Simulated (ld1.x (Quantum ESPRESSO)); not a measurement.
Building the TM potential for Ni (PBE, non-relativistic).

The input file (ld1.x (Quantum ESPRESSO) 7.5):

```
&input
   title='Ni', zed=28., rel=0, dft='PBE', iswitch=3,
   config='[Ar] 3d8 4s1 4p0',
   nld=3, rlderiv=1.10, eminld=-11.0, emaxld=5.0, deld=0.04
 /
 &inputp
   pseudotype=2, tm=.true., lloc=1,
   nlcc=.false.,
   file_pseudopw='Ni.UPF', file_wfcaegen='ae.wfc', file_wfcncgen='nc.wfc', file_beta='beta', file_chi='chi'
 /
3
3S  1  0   2.00   0.00  0.95  0.95  0.0
3D  3  2   8.00   0.00  0.95  0.95  0.0
3P  2  1   6.00   0.00  1.00  1.00  0.0
 &test
   configts(1)='3s2 3p6 3d8 4s1 4p0'
 /
```

Command:

```bash
ld1.x < Ni.in > Ni.out
```

Resulting log (shortened: banner, matrices, multipoles, cross overlaps and the repeated all-electron block are left out):

```
Program LD1 v.7.5
     --------------------------- All-electron run ----------------------------

     Ni

     atomic number is 28.00
     dft =PBE   lsd =0 sic =0 latt =0  beta=0.20 tr2=1.0E-14
     Exchange-correlation= PBE
                           (   1   4   3   4   0   0   0)
     mesh =1195 r(mesh) =  98.77016 a.u. xmin = -7.00 dx = 0.01250
     1 Ry =  13.60569312 eV

     n l     nl                  e(Ry)          e(Ha)          e(eV)
     1 0     1S 1( 2.00)      -597.6366      -298.8183     -8131.2601
     2 0     2S 1( 2.00)       -71.4184       -35.7092      -971.6972
     2 1     2P 1( 6.00)       -62.4296       -31.2148      -849.3979
     3 0     3S 1( 2.00)        -8.6056        -4.3028      -117.0855
     3 1     3P 1( 6.00)        -5.8619        -2.9309       -79.7552
     3 2     3D 1( 8.00)        -1.3370        -0.6685       -18.1911
     4 0     4S 1( 1.00)        -0.9523        -0.4762       -12.9573
     4 1     4P 1( 0.00)        -0.5558        -0.2779        -7.5627

     final scf error:  8.2E-15 reached in  34 iterations

     Etot =   -3015.299792 Ry,   -1507.649896 Ha,  -41025.243651 eV

     Ekin =    3013.090561 Ry,    1506.545281 Ha,   40995.185528 eV
     Encl =   -7179.362744 Ry,   -3589.681372 Ha,  -97680.206315 eV
     Eh   =    1275.926805 Ry,     637.963403 Ha,   17359.868562 eV
     Exc  =    -124.954415 Ry,     -62.477208 Ha,   -1700.091426 eV

     normalization and overlap integrals

     s(1S/1S) =  1.000000  <r> =   0.0548  <r2> =    0.0040  r(max) =   0.0362
     s(2S/2S) =  1.000000  <r> =   0.2483  <r2> =    0.0727  r(max) =   0.2081
     s(2P/2P) =  1.000000  <r> =   0.2166  <r2> =    0.0575  r(max) =   0.1662
     s(3S/3S) =  1.000000  <r> =   0.7501  <r2> =    0.6500  r(max) =   0.6491
     s(3P/3P) =  1.000000  <r> =   0.7831  <r2> =    0.7241  r(max) =   0.6491
     s(3D/3D) =  1.000000  <r> =   0.9852  <r2> =    1.2906  r(max) =   0.6252
     s(4S/4S) =  1.000000  <r> =   2.5773  <r2> =    7.6294  r(max) =   2.1550
     s(4P/4P) =  1.000000  <r> =   3.3016  <r2> =   12.6321  r(max) =   2.6988

     ------------------------ End of All-electron run ------------------------

     --------------------- Generating NC pseudopotential ---------------------

      Generating local pot.: lloc=1, matching radius rcloc =   1.0000

      Wfc   3S  rcut= 0.944  Using Troullier-Martins method

      Wfc   3D  rcut= 0.944  Using Troullier-Martins method

     ------------------- End of pseudopotential generation -------------------

     Computing logarithmic derivative in   1.10414
     Computing logarithmic derivative in   1.10414
     Computing the partial wave expansion
     R is outside the sphere for l=    0 j= 0.00
       no projector for channel:   1
     R is outside the sphere for l=    2 j= 0.00

     ---------------------- Testing the pseudopotential ----------------------

     Ni

     atomic number is 28.00   valence charge is 18.00
     dft =PBE   lsd =0 sic =0 latt =0  beta=0.20 tr2=1.0E-14
     mesh =1195 r(mesh) =  98.77016 xmin = -7.00 dx = 0.01250

     n l     nl             e AE (Ry)        e PS (Ry)    De AE-PS (Ry)
     1 0     3S   1( 2.00)       -8.60562       -8.60562        0.00000
     2 1     3P   1( 6.00)       -5.86190       -5.86190        0.00000
     3 2     3D   1( 8.00)       -1.33702       -1.33702       -0.00000
     2 0     4S   1( 1.00)       -0.95234       -0.96832        0.01598  !
     3 1     4P   1( 0.00)       -0.55585       -0.55788        0.00203

     eps = 5.3E-15  iter = 19

     Etot =   -3015.299792 Ry,   -1507.649896 Ha,  -41025.243651 eV
     Etotps =  -337.388450 Ry,    -168.694225 Ha,   -4590.403719 eV

     Ekin =     196.831106 Ry,      98.415553 Ha,    2678.023624 eV
     Encl =    -750.822107 Ry,    -375.411054 Ha,  -10215.455182 eV
     Ehrt =     283.243640 Ry,     141.621820 Ha,    3853.726049 eV
     Ecxc =     -32.684836 Ry,     -16.342418 Ha,    -444.699843 eV
     Epseu=     -33.956254 Ry,     -16.978127 Ha,    -461.998368 eV

     ---------------------- End of pseudopotential test ----------------------
```

Generation and configuration tests took about 1.2 s on one core of a shared server CPU.
